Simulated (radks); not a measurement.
Initial-state core-level shifts of neutral vanadium when its valence configuration changes from [Ar] 3d3 4s2. Calculated with a radial shooting solver on a logarithmic mesh with Libxc functionals: non-relativistic Kohn-Sham, r2SCAN, spin-unpolarised, spherical densities, point nucleus; meta-GGA in the generalised Kohn-Sham scheme. Shifts are changes of the shell-averaged eigenvalues in eV (positive: less bound); the change of the density at the nucleus, which sets a Mossbauer isomer shift, is in e/bohr^3, on a base of 8181.

valence              1s      2s      2p      3s  density at nucleus
3d4 4s1          +3.761  +4.343  +4.298  +3.826             -4.3255
3d5              +5.576  +6.510  +6.435  +5.811             -7.1726
3d3 4p2          -2.783  -2.633  -2.642  -2.740             -6.0857
3d2.5 4s2 4p0.5  -3.327  -3.698  -3.672  -3.236             +1.3602
3d3 4s1 4p1      -1.445  -1.368  -1.373  -1.425             -2.9940
3d3 4s1.5 4p0.5  -0.740  -0.701  -0.703  -0.731             -1.4970
3d4 4p1          +2.459  +3.163  +3.110  +2.531             -6.9321
3d2 4s2 4p1      -7.018  -7.842  -7.785  -6.718             +3.0091
3d3.5 4s1.5      +2.138  +2.467  +2.442  +2.142             -2.4338
